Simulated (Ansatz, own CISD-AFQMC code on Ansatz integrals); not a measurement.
CH3NO, SMILES `NC=O` (charge 0, multiplicity 1).

Z-matrix (Å, degrees):
```
C
O 1 1.2060
N 1 1.3509 2 124.96
H 3 1.0032 1 121.28 2 180.00
H 3 1.0061 4 119.43 1 -179.99
H 1 1.1071 2 122.71 3 -180.00
```
Charge 0, multiplicity 1.

Frozen-core correlation energies in cc-pVDZ at a geometry from PBE0-D3(BJ)/def2-TZVP, on an HF energy of -168.94849 Ha (<S^2> = 0.00). Wave-function levels are from Ansatz, the walk from an own CISD-AFQMC code on Ansatz integrals (time step 0.005/Ha, trial state from CCSD amplitudes, largest double 0.07).

```
level     correlation energy (mHa)
--------  ------------------------
MP2                         -481.7
CCSD                        -500.4
CCSD(T)                     -515.6
CCSDT(Q)                    -517.6
```

Problem. What correlation energy does phaseless AFQMC give, and where does it lie among these levels?

Solution. -517.4 ± 0.4 mHa (one standard error). AFQMC minus each level: MP2 -35.7 mHa, CCSD -17.1 mHa, CCSD(T) -1.9 mHa, CCSDT(Q) +0.2 mHa.
